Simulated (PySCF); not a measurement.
Telling isomers of C5H4BrN apart by NMR

[PySCF 2.14: PBE0-D3(BJ)/def2-SVP structure; couplings computed with B3LYP/pcJ-1 (pcSseg-1 on Br) (spin–dipole term left out of most H,H and C,H couplings); NMR shieldings at PBE0/pcSseg-1/GIAO; non-relativistic Hamiltonian; one conformer; in vacuum; equivalent nuclei averaged]

References, each an isolated molecule treated in the same way: ¹H, ¹³C against TMS. Multiplet labels drop J under 1 Hz and among equivalent protons, and merge close values. Unscaled 3J(H,H) run several per cent high. Shifts are as computed. Against solution values, carbons near 30 ppm lie about +2 ppm off and those near 130 ppm about +5 ppm; carbons on Br a further +13 ppm. Of 1309 compounds with measured shifts, 239 miss one by over three times the rms of a fit or turn the order of signals round; such compounds aren't used in these exercises. Spin–orbit coupling, which shields carbons bonded to Br, is absent.

(1) Tabulate the signals of `Brc1ccccn1`, `Brc1ccncc1` and their relative energies.

(2) What is the quickest way to tell Brc1ccccn1 from Brc1ccncc1?

Results:

(1) 
```tsv
SMILES	carbon types	δC	δH	E rel. (kcal/mol)
Brc1ccccn1	1×C 4×CH	164.8, 155.5, 142.9, 134.5, 126.9	8.50 (dd, 1H), 7.59 (m, 1H), 7.45 (m, 1H), 7.09 (m, 1H)	0.0
Brc1ccncc1	1×C 4×CH	156.2, 153.3, 132.8	8.64 (d, 2H), 7.35 (d, 2H)	1.3
```

Energies are electronic energies at PBE0/pcSseg-1 on these geometries, without zero-point or thermal terms, each for the one conformer computed, which needn't be the lowest.

(2) Count the carbon signals: 5 against 3. The first has an aromatic carbon bearing bromine (C) at 164.8 ppm, the second an aromatic carbon bearing bromine (C) at 153.3 ppm. Their most deshielded carbons lie at 164.8 and 156.2 ppm.
